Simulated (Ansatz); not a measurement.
Ansatz (a quantum-chemistry and plane-wave program) input (PBE0/def2-SVP):

Ansatz 0.2 input:
```yaml
crystal:
  periodic: [false, false, false]
  atoms:
    - {symbol: N, position_ang: [-1.82059243, -1.20063113, 0.00639182]}
    - {symbol: B, position_ang: [-0.71708163, -0.47265060, 0.00252105]}
    - {symbol: Br, position_ang: [-0.59866374, 1.59467735, 0.03034863]}
    - {symbol: Br, position_ang: [1.14186827, -1.26797077, -0.03270329]}
    - {symbol: H, position_ang: [-2.68260339, -0.66705941, 0.02506514]}
basis:
  gaussian:
    orbitals: def2-SVP
hamiltonian:
  xc: {name: PBE0}
total_charge: -1
```

Output:

```
Functional definition: PBE0
integrals: 0.04 GiB planned
946 factors; integrals over basis functions are off by at most 9.4e-4 eV
0.14 GiB of the device are held for the grids
0.65 GiB of device memory are held for the factors and their scratch space
mean field: 0.19 GiB planned
mean field evaluation 1: about -142237.3838 eV, gradient 4.5e1 eV
mean field evaluation 2: about -142220.9423 eV, gradient 9.1e1 eV
mean field evaluation 4: about -142241.6288 eV, gradient 3.3e0 eV
mean field evaluation 8: about -142241.6960 eV, gradient 2.3e-1 eV
mean field evaluation 16: about -142241.6961 eV, gradient 4.9e-5 eV
mean field -142241.69612066 eV, -5227.2859175497 hartree, gradient 4.9e-5 eV, S^2 0.000000; 0 other end points of the search recorded, 0 dependent functions left out
reference -142241.69614274 eV, -5227.2859183613 hartree; 42, 42 occupied and 55, 55 virtual orbitals, 946 factors
Total energy: -142241.69614274 eV, -5227.2859183613 hartree
```

It need not be the lowest isomer of its formula. Whether it binds its extra electron was not tested at this geometry.
